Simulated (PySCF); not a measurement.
**EPR parameters of C6H10F**

C6H10F (doublet state).
Z-matrix (Å and degrees, GFN2-xTB geometry), rows numbered from 1:
```
C 
C   1  1.4758
C   2  1.4857  1  122.15
C   3  1.5304  2  112.53  1   147.30
C   3  1.5060  2  104.57  1   -92.64
C   5  1.3209  3  123.62  2   102.41
F   6  1.3499  5  121.66  3  -175.53
H   1  1.0893  2  111.14  3   -33.17
H   1  1.0897  2  110.70  3  -154.75
H   1  1.0978  2  111.58  3    86.47
H   2  1.0773  1  118.49  3  -165.69
H   3  1.0944  2  109.97  1    24.52
H   4  1.0873  3  110.37  2    56.21
H   4  1.0872  3  110.27  2   176.22
H   4  1.0871  3  110.11  2   -63.62
H   5  1.0799  3  116.55  2   -73.14
H   6  1.0797  5  126.54  3     4.42
```

The hyperfine couplings belong to this conformer and change with its torsions.

Identity: `C[CH][C@@H](C)/C=C/F` [radical].

Method used: UKS B3LYP, pcH-1 on C F H, non-relativistic, mean-field spin-orbit, GIAO (PySCF 2.14.0). The structure is a single GFN2-xTB conformer in the gas phase; no vibrational or solvent corrections. A GFN2-xTB geometry isn't a minimum of the functional, and hyperfine couplings can be far from their values at a DFT geometry. Stability of the SCF solution: not tested.

| Quantity | Value |
| --- | --- |
| g1, g2, g3 | 2.00229, 2.00270, 2.00312 |
| g_iso | 2.00271 |
| Form of g | rhombic: the two nearest values differ by 49 % of g3 − g1 |
| ⟨S²⟩ | 0.7550 (exact 0.7500) |
| α and β electrons | 28, 27 |
| Total energy | -334.44607 Eh |

Hyperfine couplings atom by atom, in 10⁻⁴ cm⁻¹; T1 to T3 are the principal values of the dipolar part; ρ(0) is the spin density at the nucleus (1 × 10⁻⁴ cm⁻¹ = 2.998 MHz):

```tsv
atom	isotope	a_iso	T1	T2	T3	Mulliken spin population	ρ(0) (bohr⁻³)
C1	13C	-10.4	-0.7	-0.1	0.8	-0.09	-0.0278
C2	13C	32.5	-26.6	-26.3	52.8	1.00	0.0868
C3	13C	-8.3	-0.7	0.1	0.6	-0.07	-0.0222
C4	13C	9.3	-0.8	-0.8	1.6	0.01	0.0248
C5	13C	21.6	-3.3	-0.4	3.7	-0.01	0.0577
C6	13C	4.0	-2.6	-2.3	4.8	0.08	0.0108
F7	19F	9.2	-9.1	-8.0	17.1	0.01	0.0065
H8	1H	9.5	-1.6	-1.3	2.9	0.01	0.0064
H9	1H	15.0	-1.6	-1.5	3.1	0.02	0.0100
H10	1H	49.9	-1.6	-1.0	2.7	0.07	0.0335
H11	1H	-19.6	-12.6	-0.2	12.7	-0.04	-0.0132
H12	1H	3.9	-1.8	-1.2	3.0	0.01	0.0026
H13	1H	-0.5	-1.1	-0.9	2.0	0.00	-0.0003
H14	1H	1.6	-0.7	-0.5	1.2	0.00	0.0011
H15	1H	-0.6	-1.4	-0.8	2.2	0.00	-0.0004
H16	1H	0.0	-1.2	-0.8	2.0	0.00	0.0000
H17	1H	-2.0	-1.1	-0.1	1.1	0.00	-0.0013
```

The largest Mulliken spin populations are on C2 (+1.00), C1 (-0.09), C6 (+0.08) and H10 (+0.07). No atom but C2 exceeds +0.15. The angles at C2 add up to 358.5°, so it is nearly planar; its axial dipolar tensor and the negative coupling of its proton fit spin in a p orbital normal to that plane.

Axes: g3 points within 6° of the C2–H11 bond.

Under fast tumbling the dipolar parts average out, and these isotropic splittings remain: 3 × 1H (H8/H9/H10, I = 1/2, 4 lines) with 2.65 mT, 1 × 1H (H11, I = 1/2, 2 lines) with 2.10 mT, 1 × 19F (F7, I = 1/2, 2 lines) with 0.98 mT, 1 × 1H (H12, I = 1/2, 2 lines) with 0.41 mT and 1 × 1H (H17, I = 1/2, 2 lines) with 0.21 mT.

Class means assume fast exchange of nuclei equivalent by connectivity; if that motion is slow, each nucleus keeps its own coupling. The three 1H nuclei of mean +74.3 MHz run from 28.5 to 149.6 MHz in the frozen geometry.

The 13C coupling of C2 (97.6 MHz) shows only in satellite lines or after enrichment, since that isotope makes up about 1.07 % of natural carbon.

Examples of negative spin density at the nucleus (bohr⁻³): C1 (-0.0278), C3 (-0.0222) and H11 (-0.0132).
